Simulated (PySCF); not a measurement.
Ligand exchange on a metal centre used in film growth or etching (Hf Cl-NH2). Isolated molecules, 0 K electronic values unless said otherwise. One relaxed conformer stands for each flexible species; it need not be the lowest.

The HOMO from two functionals at the same geometries (PBE-D3(BJ)/def2-SVP), both in PySCF: PBE-D3(BJ)/def2-TZVP and B3LYP-D3(BJ)/def2-TZVP. B3LYP has the VWN-RPA correlation part, as in Gaussian. 

```csv
species,PBE-D3(BJ)/def2-TZVP (eV),B3LYP-D3(BJ)/def2-TZVP (eV)
0 of 4 Cl replaced by NH2,-8.32,-9.42
1 of 4 Cl replaced by NH2 ([Hf(Cl)3(NH2)]),-6.91,-8.04
2 of 4 Cl replaced by NH2 ([Hf(Cl)2(NH2)2]),-6.34,-7.47
3 of 4 Cl replaced by NH2 ([Hf(Cl)(NH2)3]),-5.89,-7.03
4 of 4 Cl replaced by NH2 ([Hf(NH2)4]),-5.27,-6.42
```

Over these rows, drawn at random from the members with no instability flagged (it was tested for open shells, ions and some series alone), PBE minus B3LYP-D3(BJ): mean +1.13 eV, from +1.10 eV to +1.15 eV.
